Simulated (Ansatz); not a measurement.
Correlation energies of CH₈O₂Si₂ (`O[SiH2]OC[SiH3]`) by basis set

Cartesian coordinates in Å:
```
O 3.0192 0.1779 -0.9276
Si 1.7366 -0.3344 -0.0540
O 0.3841 0.4399 -0.5643
C -0.7330 0.7697 0.2460
Si -2.1315 -0.4847 0.0117
H 3.1993 1.1190 -0.9483
H 1.8780 -0.0401 1.4014
H 1.6741 -1.7918 -0.2994
H -0.4538 0.8270 1.3075
H -1.0772 1.7696 -0.0392
H -3.2904 -0.0976 0.8622
H -2.5515 -0.5208 -1.4120
H -1.6538 -1.8337 0.4159
```

Total charge 0; spin multiplicity 1. All single points use the PBE0-D4/def2-TZVP geometry. It is one conformer, not always the lowest. Frozen core, restricted reference, Ansatz 0.2.0. CBS rows extrapolate triple and quadruple zeta; past MP2 they add the triple-zeta difference.

| basis | HF (Eh) | MP2 corr. | CCSD corr. | (T) | CCSD(T) total |
| --- | --- | --- | --- | --- | --- |
| def2-TZVPP | ? | -0.90033 | ? | ? | ? |
| def2-QZVPP | -770.33073 | ? | – | – | – |
| CBS(def2) | -770.33461 | -1.02048 | -1.07120 | as TZ | -771.43927 |

Question: Fill in the withheld values. (Best estimate.)

Answer: The calculation gave: def2-TZVPP HF (Eh): -770.30251; def2-TZVPP CCSD corr.: -0.95104; def2-TZVPP (T): -0.03346; def2-TZVPP CCSD(T) total: -771.28701; def2-QZVPP MP2 corr.: -0.96935.
